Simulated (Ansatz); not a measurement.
`CBNBN` → `BNBNC`  (isomerisation)

Computed with Ansatz on PBE0-D4/def2-TZVP structures; ΔE is electronic, products minus reactants. CBS: MP2 limit from def2 TZ/QZ plus the TZ coupled-cluster correction, frozen cores. Functionals use def2-TZVPP. Each species was taken in one conformer, which may not be the lowest.

CCSD(T)/CBS gives +21.8 kcal/mol.

(1) Another level gave +21.8 kcal/mol. Which?
A. r2SCAN0-D4/def2-TZVPP
B. revPBE-D4/def2-TZVPP
C. B2PLYP/def2-TZVPP
D. RPA@PBE/def2-TZVPP

Largest T1 diagnostic among the species: 0.013.

Results:

(1) C. B2PLYP 21.8, r2SCAN0-D4 23.0, RPA@PBE/def2-TZVPP 19.5, revPBE-D4 20.8 kcal/mol.

Leaving LDA and LC-ωPBE aside and taking each functional with its dispersion term where it has one, the values, not all of them listed here, spread over 3.4 kcal/mol, from BLYP-D4 to B97M-V. At CCSD(T), def2-SVP lies −2.7 kcal/mol from the extrapolated value and def2-TZVPP −0.5 kcal/mol.
